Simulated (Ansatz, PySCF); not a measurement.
Bond stretch in H3Ga, SMILES [GaH3]. The Ga1–H4 bond (Ga1 also carries H, H; H4 carries nothing else) is stretched with both fragments frozen at the PBE0/def2-TZVP optimised geometry.

Computed with: UKS-PBE = unrestricted PBE/cc-pVDZ (Ansatz, a program for electronic structure); RKS-B3LYP/6-31G* = restricted B3LYP/6-31G*, spherical d (PySCF); FCI = full CI/cc-pVDZ, cores with 3d frozen (Ansatz).

Energies relative to the lowest point of each curve near equilibrium, in mEh:

| R / Å | UKS-PBE | RKS-B3LYP/6-31G* |
|---|---|---|
| 1.48 | 2.9 | 2.8 |
| 1.59 | 0.0 | 0.0 |
| 1.66 | 1.3 | 1.5 |
| 1.82 | 10.0 | 10.7 |
| 1.94 | 19.6 | 20.7 |
| 2.32 | 55.0 | 58.0 |
| 2.62 | 81.3 | 86.1 |
| 2.83 | 97.2 | 103.3 |
| 3.12 | 112.7 | 123.6 |
| 3.40 | 120.4 | 139.7 |
| 4.29 | 126.9 | 172.4 |
| 5.48 | 127.5 | 190.5 |

Q: Predict the corresponding FCI column.

A: 1.48: 3.3; 1.59: 0.0; 1.66: 1.3; 1.82: 10.3; 1.94: 20.3; 2.32: 56.7; 2.62: 81.8; 2.83: 95.8; 3.12: 109.7; 3.40: 118.2; 4.29: 127.3; 5.48: 128.4 (mEh).

The unrestricted determinant behind UKS-PBE is spin-contaminated at 3.12 to 5.48 Å (<S²> up to 1.0, against 0.00 for a pure singlet). The restricted form behind RKS-B3LYP/6-31G* keeps the bonding electrons paired and can't separate into open-shell fragments.
